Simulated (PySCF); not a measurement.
Calculation: B3LYP-D3(BJ)/def2-TZVP run with PySCF. All species are isolated molecules in the gas phase. One relaxed conformer stands for a flexible species; it need not be the lowest. B3LYP has the VWN-RPA correlation part, as in Gaussian. 

Reference species (SMILES): `[SiH3]C([SiH3])[SiH3]` (neutral, multiplicity 1).

| Quantity | Result |
|---|---|
| HOMO | -8.58 eV |
| HOMO–LUMO gap | 8.33 eV |

Changed species: `[SiH3][SiH2]C[SiH3]` (Si–C–Si–Si torsion 56°).

Question: What does the change do to the HOMO and HOMO–LUMO gap?

Answer: the HOMO goes up by 0.68 eV, to -7.90 eV; the HOMO–LUMO gap falls by 0.72 eV, to 7.61 eV.
